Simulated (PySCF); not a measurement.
All values below come from PBE-D3(BJ)/def2-TZVP // PBE-D3(BJ)/def2-SVP (PySCF). Isolated molecules, 0 K electronic values unless said otherwise. Delta-SCF ions had no search for a lower state. Excitations are Tamm–Dancoff values on a coarser integration grid. The basis has no diffuse functions, so Rydberg states are missing or too high.

Reference species (SMILES): `c1ccc2cocc2c1` (neutral, multiplicity 1).

The LUMO comes out as -2.19 eV, the HOMO comes out as -4.89 eV and the S1–T1 gap (TDA) is 1.47 eV. The vertical ionisation energy (Delta-SCF) is 7.46 eV.

Changed species: `c1ccc2=[CH][GaH][CH]=c2c1` (E = [GaH]; the reference has E = O).

Question: Give the shifts of the LUMO, HOMO, S1–T1 gap (TDA) and vertical ionisation energy (Delta-SCF).

Answer: the LUMO falls by 1.49 eV, to -3.68 eV; the HOMO rises by 0.17 eV, to -4.72 eV; the S1–T1 gap (TDA) falls by 0.57 eV, to 0.90 eV; the vertical ionisation energy (Delta-SCF) falls by 0.34 eV, to 7.12 eV.
